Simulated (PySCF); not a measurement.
**B- (boron, charge -1) across methods**

[He] 2s2 2p2, high-spin 3P determinant. All numbers are calculated (PySCF 2.14, the non-relativistic Hamiltonian (point nucleus), in aug-cc-pwCVDZ (5s4p2d, 27 functions)).

```csv
method,E (hartree),mean ε 2s α (eV),mean ε 2s β (eV),mean ε 2p α (eV),Σ⟨r²⟩ (bohr²),⟨S²⟩
M06-2X,-24.6571,-5.836,-3.880,0.680,41.17,2.003
HSE06,-24.6373,-4.306,-2.418,1.596,41.87,2.003
LDA,-24.3789,-3.391,-1.955,1.839,44.83,2.003
BHandHLYP,-24.6582,-5.897,-3.641,0.685,40.32,2.004
PBEsol,-24.4956,-3.345,-1.893,1.920,44.48,2.002
PBE0,-24.6340,-4.709,-2.795,1.244,41.57,2.003
UHF,-24.51962,-8.496,-4.567,-0.759,38.41,2.009
r2SCAN,-24.6562,-3.721,-1.827,1.783,42.08,2.007
PBE,-24.6306,-3.356,-1.915,1.918,44.13,2.003
```

The highest occupied level is positive at M06-2X, HSE06, LDA, BHandHLYP, PBEsol, PBE0, r2SCAN, PBE: only the finite basis holds that electron, which in a density functional comes from self-interaction.
